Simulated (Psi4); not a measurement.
C$_{4}$H$_{5}$ (SMILES [C]1=CCC1), doublet, at a GFN2-xTB geometry; Psi4 with B3LYP/6-31G*.

The Psi4 input:
```
memory 2 GB

molecule mol {
0 2
  C    -0.022051   -0.684734    0.841151
  C    -0.008266    0.634910    0.883504
  C     0.002013   -0.841773   -0.653042
  C     0.018743    0.708253   -0.634532
  H    -0.012904    1.395506    1.636918
  H    -0.886901   -1.293610   -1.086114
  H     0.895190   -1.313212   -1.055354
  H     0.928429    1.145819   -1.043477
  H    -0.866448    1.165562   -1.074458
}

set basis 6-31g*
set reference uks
set scf_type pk

energy('b3lyp')
print_variables()
```

It wrote (shortened):

```
   => Loading Basis Set <=

    Name: 6-31G*
    Role: ORBITAL
    Keyword: BASIS

         ---------------------------------------------------------
                                   SCF
               by Justin Turney, Rob Parrish, Andy Simmonett
                          and Daniel G. A. Smith
                              UKS Reference
         ---------------------------------------------------------

  ==> Geometry <==

    Molecular point group: c1
    Full point group: C1

    Geometry (in Angstrom), charge = 0, multiplicity = 2:

       Center              X                  Y                   Z               Mass
    ------------   -----------------  -----------------  -----------------  -----------------
         C           -0.020977884464    -0.664155701384     0.792093517199    12.000000000000
         C           -0.007192884464     0.655488298616     0.834446517199    12.000000000000
         C            0.003086115536    -0.821194701384    -0.702099482801    12.000000000000
         C            0.019816115536     0.728831298616    -0.683589482801    12.000000000000
         H           -0.011830884464     1.416084298616     1.587860517199     1.007825032230
         H           -0.885827884464    -1.273031701384    -1.135171482801     1.007825032230
         H            0.896263115536    -1.292633701384    -1.104411482801     1.007825032230
         H            0.929502115536     1.166397298616    -1.092534482801     1.007825032230
         H           -0.865374884464     1.186140298616    -1.123515482801     1.007825032230

  Running in c1 symmetry.

  Rotational constants: A =      0.50491  B =      0.41047  C =      0.24788 [cm^-1]
  Rotational constants: A =  15136.80820  B =  12305.55718  C =   7431.34498 [MHz]
  Nuclear repulsion =  106.576410798665762

  Charge       = 0
  Multiplicity = 2
  Electrons    = 29
  Nalpha       = 15
  Nbeta        = 14

  ==> Algorithm <==

  SCF Algorithm Type is PK.
  DIIS enabled.
  MOM disabled.
  Fractional occupation disabled.
  Guess Type is SAD.
  Energy threshold   = 1.00e-06
  Density threshold  = 1.00e-06
  Integral threshold = 1.00e-12

  ==> Primary Basis <==

  Basis Set: 6-31G*
    Blend: 6-31G*
    Number of shells: 34
    Number of basis functions: 70
    Number of Cartesian functions: 70
    Spherical Harmonics?: false
    Max angular momentum: 2

  ==> DFT Potential <==

   => LibXC <=

    Version 7.1.2
    S. Lehtola, C. Steigemann, M. J. T. Oliveira, and M. A. L. Marques,  SoftwareX 7, 1–5 (2018) (10.1016/j.softx.2017.11.002)

   => Composite Functional: B3LYP <=

    B3LYP Hyb-GGA Exchange-Correlation Functional

    P. J. Stephens, F. J. Devlin, C. F. Chabalowski, and M. J. Frisch,  J. Phys. Chem. 98, 11623 (1994) (10.1021/j100096a001)

    Deriv               =              1
    GGA                 =           TRUE
    Meta                =          FALSE

    Exchange Hybrid     =           TRUE
    MP2 Hybrid          =          FALSE

   => Exchange Functionals <=

    0.0800   Slater exchange
    0.7200         Becke 88

   => Exact (HF) Exchange <=

    0.2000               HF

   => Correlation Functionals <=

    0.1900   Vosko, Wilk & Nusair (VWN5_RPA)
    0.8100   Lee, Yang & Parr

   => LibXC Density Thresholds  <==

    XC_HYB_GGA_XC_B3LYP:  1.00E-15

   => Molecular Quadrature <=

    Radial Scheme          =       TREUTLER
    Pruning Scheme         =           NONE
    Nuclear Scheme         =       TREUTLER

    Blocking Scheme        =         OCTREE
    BS radius alpha        =              1
    Pruning alpha          =              1
    Radial Points          =             75
    Spherical Points       =            302
    Total Points           =         191406
    Total Blocks           =           1475
    Max Points             =            256
    Max Functions          =             70
    Weights Tolerance      =       1.00E-15

  ==> Integral Setup <==

  Using in-core PK algorithm.
   Calculation information:
      Number of atoms:                   9
      Number of AO shells:              34
      Number of primitives:             80
      Number of atomic orbitals:        70
      Number of basis functions:        70

      Integral cutoff                 1.00e-12
      Number of threads:                 1

  Performing in-core PK
  Using 6177710 doubles for integral storage.
  We computed 176107 shell quartets total.
  Whereas there are 177310 unique shell quartets.

  ==> DiskJK: Disk-Based J/K Matrices <==

    J tasked:                  Yes
    K tasked:                  Yes
    wK tasked:                  No
    Schwarz Cutoff:          1E-12

  Minimum eigenvalue in the overlap matrix is 1.6404290751E-03.
  Reciprocal condition number of the overlap matrix is 2.1477160104E-04.
    Using symmetric orthogonalization.

  ==> Pre-Iterations <==

  SCF Guess: Superposition of Atomic Densities via on-the-fly atomic UHF (no occupation information).

   -------------------------
    Irrep   Nso     Nmo
   -------------------------
     A         70      70
   -------------------------
    Total      70      70
   -------------------------

  ==> Iterations <==

                        Total Energy        Delta E     RMS |[F,P]|

   @UKS iter SAD:  -154.93283821799452   -1.54933e+02   0.00000e+00
   @UKS iter   1:  -155.03292109788188   -1.00083e-01   9.70785e-03 ADIIS/DIIS
   @UKS iter   2:  -154.93539325705430    9.75278e-02   1.16053e-02 ADIIS/DIIS
   @UKS iter   3:  -155.28084987093285   -3.45457e-01   1.40088e-03 ADIIS/DIIS
   @UKS iter   4:  -155.28433032536174   -3.48045e-03   8.25148e-04 ADIIS/DIIS
   @UKS iter   5:  -155.28607254639576   -1.74222e-03   1.71044e-04 ADIIS/DIIS
   @UKS iter   6:  -155.28614856919842   -7.60228e-05   7.09077e-05 DIIS
   @UKS iter   7:  -155.28616727995922   -1.87108e-05   1.81160e-05 DIIS
   @UKS iter   8:  -155.28617539246295   -8.11250e-06   7.36101e-06 DIIS
   @UKS iter   9:  -155.28617681930288   -1.42684e-06   1.98724e-06 DIIS
   @UKS iter  10:  -155.28617685686461   -3.75617e-08   1.17636e-06 DIIS
   @UKS iter  11:  -155.28617686095879   -4.09418e-09   3.42821e-07 DIIS
  Energy and wave function converged.

  ==> Post-Iterations <==

   Electrons on quadrature grid:
      Nalpha   =   14.9999786454 ; deviation = -2.135e-05
      Nbeta    =   13.9999779945 ; deviation = -2.201e-05
      Ntotal   =   28.9999566399 ; deviation = -4.336e-05

   @Spin Contamination Metric:   7.507562977E-03
   @S^2 Expected:                7.500000000E-01
   @S^2 Observed:                7.575075630E-01
   @S   Expected:                5.000000000E-01
   @S   Observed:                5.000000000E-01

    Orbital Energies [Eh]
    ---------------------

    Alpha Occupied:

[...]
    Alpha Virtual:

[...]
      70A      4.581026

    Beta Occupied:

[...]
    Beta Virtual:

[...]
    Final Occupation by Irrep:
              A
    DOCC [    14 ]
    SOCC [     1 ]
    NA   [    15 ]
    NB   [    14 ]

  @UKS Final Energy:  -155.28617686095879

   => Energetics <=

    Nuclear Repulsion Energy =            106.5764107986657621
    One-Electron Energy =                -418.4261913188576045
    Two-Electron Energy =                 175.6013842368802216
    DFT Exchange-Correlation Energy =     -19.0377805776471440
    Empirical Dispersion Energy =           0.0000000000000000
    VV10 Nonlocal Energy =                  0.0000000000000000
    Total Energy =                       -155.2861768609587898

  UHF NO Occupations:
  HONO-2 :   13  A 1.9995270
  HONO-1 :   14  A 1.9969258
  HONO-0 :   15  A 1.0000000
  LUNO+0 :   16  A 0.0030742
  LUNO+1 :   17  A 0.0004730
  LUNO+2 :   18  A 0.0001061
  LUNO+3 :   19  A 0.0000674

Computation Completed

Properties will be evaluated at   0.000000,   0.000000,   0.000000 [a0]

Properties computed using the SCF density matrix

 Multipole Moments:

 ------------------------------------------------------------------------------------
     Multipole            Electronic (a.u.)      Nuclear  (a.u.)        Total (a.u.)
 ------------------------------------------------------------------------------------

 L = 1.  Multiply by 2.5417464519 to convert [e a0] to [Debye]
 Dipole X            :         -0.0483114            0.0588089            0.0104975
 Dipole Y            :         -0.8371571            1.1277350            0.2905779
 Dipole Z            :          2.2654742           -2.6884491           -0.4229750
 Magnitude           :                                                    0.5132773

 ------------------------------------------------------------------------------------

  Variable Map:
  ----------------------------------------------------------------------------
[...]
  Array Variable Map:
  ----------------------------------------------------------------------------
[...]
[...]
```
